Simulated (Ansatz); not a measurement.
Relaxation of CH$_{6}$S$_{2}$Si (10 atoms, charge 0, multiplicity 1), to a largest force component of 0.02 eV/Å in at most 40 steps.

Level of theory: RKS PBE0-D4/6-31G* in Ansatz.

```xyz
10
Properties=species:S:1:pos:R:3:forces:R:3
Si -1.294 1.089 -0.371 -1.11 1.18 -0.55
S 0.121 0.564 1.073 0.07 0.26 1.18
C 0.605 -1.075 0.523 3.47 0.85 1.21
S 2.013 -0.976 -0.716 -1.40 -1.09 -0.74
H -2.355 0.047 -0.476 0.07 -0.06 -0.04
H -1.980 2.420 0.041 0.59 -0.92 -0.11
H -0.660 1.309 -1.698 -0.04 -0.08 -0.07
H 1.081 -1.588 1.398 -0.75 0.42 -0.51
H -0.202 -1.646 0.202 -1.41 -1.20 -1.07
H 2.755 -0.195 0.026 0.52 0.64 0.70
```

Question: Where does it end, and by what steps?

Answer: The forces met the threshold. After 10 steps the energy has fallen by 0.347 eV; H5 moved furthest, 0.64 Å.

| step | energy less start (eV) | largest force component (eV/Å) | accepted |
| --- | --- | --- | --- |
| 0 | 0.0000 | 3.472 | yes |
| 1 | -0.2583 | 0.776 | yes |
| 2 | -0.3038 | 0.302 | yes |
| 3 | -0.3087 | 0.529 | yes |
| 4 | -0.3360 | 0.097 | yes |
| 5 | -0.3424 | 0.059 | yes |
| 6 | -0.3398 | 0.223 | no |
| 7 | -0.3430 | 0.144 | yes |
| 8 | -0.3463 | 0.077 | yes |
| 9 | -0.3466 | 0.043 | yes |
| 10 | -0.3471 | 0.012 | yes |

```xyz
10
Properties=species:S:1:pos:R:3
Si -1.166 1.126 -0.427
S -0.039 0.527 1.301
C 0.619 -1.075 0.724
S 1.532 -1.074 -0.845
H -1.932 -0.040 -0.948
H -2.092 2.171 0.084
H -0.332 1.701 -1.512
H 1.247 -1.450 1.535
H -0.199 -1.786 0.578
H 2.445 -0.152 -0.487
```

Whether the end is a true minimum wasn't checked by a vibrational analysis.

The run took 57 s on 1 thread of Arm Neoverse V1, on a shared host, peak memory 0.18 GiB.
